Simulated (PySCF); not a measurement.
C₄H₇O₂, SMILES [CH]1COCCO1, multiplicity 2. Atoms are numbered in the order given.

```xyz
13

C      0.5858     1.2716     0.1036
C      1.3997     0.0447    -0.1701
O      0.6342    -1.0027    -0.7579
C     -0.5231    -1.2440     0.0216
C     -1.3921     0.0061     0.0852
O     -0.6668     1.1161     0.6307
H      1.0739     2.1960     0.4526
H      1.8637    -0.3423     0.7855
H      2.2361     0.2801    -0.8598
H     -1.0800    -2.0765    -0.4548
H     -0.2431    -1.5595     1.0595
H     -1.7340     0.2682    -0.9423
H     -2.2773    -0.1432     0.7351
```
Charge 0, spin multiplicity 2.

The structure is a stationary point at PBE-D3(BJ)/def2-SVP. The isomer is the one that the SMILES or the coordinates give; other isomers of the formula were not compared. One conformer was computed; it need not be the lowest.

Calculation: M06-2X/def2-TZVP (PySCF).

The molecule is in vacuum.

The total energy comes out as -306.98629 hartree and the α spin, highest occupied and lowest empty level comes out as -6.38 and 2.18 eV. The β spin, highest occupied and lowest empty level comes out as -8.99 and -0.19 eV, the dipole moment is 0.92 D and the quadrupole, principal values (traceless, Buckingham form, about the centre of nuclear charge) is -8.21, -1.23, 9.44 D·Å. The mean static polarisability is 53.8 bohr³ (7.97 Å³). The polarisability, principal values is 46.6, 52.3, 62.5 bohr³ and the ⟨S²⟩ is 0.755 (pure state 0.75).
